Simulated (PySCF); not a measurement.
Species: C₃H₁₀OPSi (doublet state).
Geometry (GFN2-xTB, Å), atoms numbered from 1 in this order:
```
atom  x, y, z in Å
C1    -1.3032   -1.5380   -0.8600
C2    -0.8228   -0.4562    0.1017
C3    -1.7174    0.7778    0.0526
O4     0.4898   -0.1169   -0.2487
Si5    1.5733    0.7994    0.5353
P6     3.4241    0.4887   -0.6640
H7    -2.3004   -1.8696   -0.5847
H8    -0.6242   -2.3862   -0.8288
H9    -1.3215   -1.1468   -1.8741
H10   -0.8189   -0.8540    1.1276
H11   -1.6744    1.2206   -0.9393
H12   -1.3709    1.5125    0.7757
H13   -2.7453    0.5084    0.2789
H14    1.7150    0.2924    1.9191
H15    4.2098    1.1665    0.2494
H16    3.2793    1.6103   -1.4615
```

The hyperfine couplings belong to this conformer and change with its torsions.

The species is `CC(C)O[SiH]P` [radical].

Method used: PySCF 2.14.0, UKS B3LYP, pcH-1 on C H O P Si, non-relativistic, mean-field spin-orbit, GIAO. The structure is a single GFN2-xTB conformer in the gas phase; no vibrational or solvent corrections. The geometry wasn't refined by DFT: couplings that depend on bond lengths, twists or pyramidal angles can differ widely from those at the functional's own minimum, by a factor of two or more for some ions and for spin on atoms past the first row. No stability test was run, so a lower SCF solution isn't excluded.

Problem. Break the g tensor into its mass correction, gauge correction and orbital-Zeeman/spin–orbit terms.

Solution. 
| Δg (ppm) | 1 | 2 | 3 |
| --- | --- | --- | --- |
| relativistic mass correction | -165 | -165 | -165 |
| gauge correction | 21 | 45 | 77 |
| orbital Zeeman/spin–orbit | -430 | 209 | 2389 |
| total | -573 | 90 | 2300 |

So g = 2.00175, 2.00241, 2.00462 and g_iso = 2.00292; the tensor is rhombic: the two nearest values differ by 23 % of g3 − g1. 

Problem. Average each term over the three axes. Which is largest in size?

Solution. The orbital-Zeeman/spin–orbit term 723, the mass correction -165 and the gauge correction 48 ppm, for a total of 606 ppm. The orbital-Zeeman/spin–orbit term is the largest in size. The mass correction is the same along every axis, so the anisotropy comes from the other two: their spans along these axes are 56 (gauge) and 2818 ppm (orbital Zeeman/spin–orbit).

Problem. What are the electron Larmor frequencies g μB B/h along the three axes at 3350 mT?

Solution. 93.8567, 93.8878, 93.9915 GHz for g1, g2 and g3, a range of 134.7 MHz.

Problem. In a frozen sample, at which fields do the three g values resonate at 9.5, 34, 94 and 263 GHz (hyperfine left aside), and which band first spreads them over more than twice a line width of 0.3 mT?

Solution. 
```json
{"band": "X", "GHz": "9.5", "B(g3) mT": "338.59", "B(g2) mT": "338.97", "B(g1) mT": "339.08", "spread mT": "0.49"}
{"band": "Q", "GHz": "34.0", "B(g3) mT": "1211.81", "B(g2) mT": "1213.15", "B(g1) mT": "1213.55", "spread mT": "1.74"}
{"band": "W", "GHz": "94.0", "B(g3) mT": "3350.30", "B(g2) mT": "3354.00", "B(g1) mT": "3355.11", "spread mT": "4.81"}
{"band": "J", "GHz": "263.0", "B(g3) mT": "9373.72", "B(g2) mT": "9384.07", "B(g1) mT": "9387.18", "spread mT": "13.46"}
```

The spread grows in proportion to the frequency. Q band is the first where it exceeds 0.6 mT.

Largest spin populations (Mulliken): Si5 (+0.75), P6 (+0.11) and O4 (+0.08). Si5 is the only atom above +0.15. The angles at Si5 add up to 323.4°, so it is pyramidal.

The HOMO–LUMO gaps are 5.32 eV among the α and 4.89 eV among the β orbitals.

Hardware: an AMD EPYC 9R45 with one thread, no GPU, shared host with 96 logical CPUs at a one-minute load of 51. Cost: 40 s (grids of density and orbitals included), 0.97 GiB resident at most.
